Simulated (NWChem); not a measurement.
Ionisation of pentafluoroethane (C₂HF₅)

SMILES: FC(F)(F)C(F)F
```xyz
8

F     -0.4238    -1.3888    -1.0920
C      0.2043    -0.9365     0.0000
F     -0.4238    -1.3888     1.0920
C      0.1574     0.5927     0.0000
F     -1.0901     1.0353     0.0000
F      0.7788     1.0571     1.0791
F      0.7788     1.0571    -1.0791
H      1.2519    -1.2847     0.0000
```
Charge 0, spin multiplicity 1.

Program: NWChem. The geometry was optimised at PBE0/def2-SVP, a minimum by its harmonic frequencies.

Basis set: def2-SVP. The species with one electron less has spin multiplicity 2 and keeps the geometry of the parent. Δ marks differences of total energies (open shells unrestricted). −ε marks an orbital energy of the parent. That orbital need not have the symmetry of the hole or added electron in the Δ rows.

The correlated methods keep 7 core orbitals frozen. B3LYP has NWChem's definition, with VWN1-RPA local correlation. No SCF solution was tested for a lower state.

For the first vertical ionisation energy, ΔB2PLYP gives 13.08 eV and ΔBLYP gives 11.97 eV. What do −ε(HOMO) of HF, G0W0@B3LYP, −ε(HOMO) of B3LYP give?

−ε(HOMO) of HF: 15.28 eV; G0W0@B3LYP: 12.74 eV; −ε(HOMO) of B3LYP: 9.98 eV.
